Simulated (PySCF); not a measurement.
Si(H)2(F)(NH2) (FH4NSi), SMILES N[SiH2]F. Geometry optimised at PBE0-D3(BJ)/def2-TZVP. The values are those of a single conformer.

Method: PBE0-D3(BJ)/def2-TZVP run with PySCF.

Harmonic wavenumbers (cm⁻¹): 267, 294, 382, 561, 801, 829, 899, 904, 941, 963, 1585, 2261, 2266, 3616, 3710. Rotational constants (GHz): 23.76, 6.826, 5.856; symmetry number 1.

**Question.** Work out the zero-point energy and the ideal-gas rigid-rotor harmonic-oscillator thermochemistry at 298.15 K and 1 atm.

**Answer.** ZPE = ½ Σ hcν = ½ × 20280 cm⁻¹ = 121.30 kJ/mol. H − E(el) = 135.81 kJ/mol. Entropy in J/(mol K): translation 160.83, rotation 97.66, vibration 23.11, total 281.60. G − E(el) = 51.85 kJ/mol. Cp = 71.84 J/(mol K).
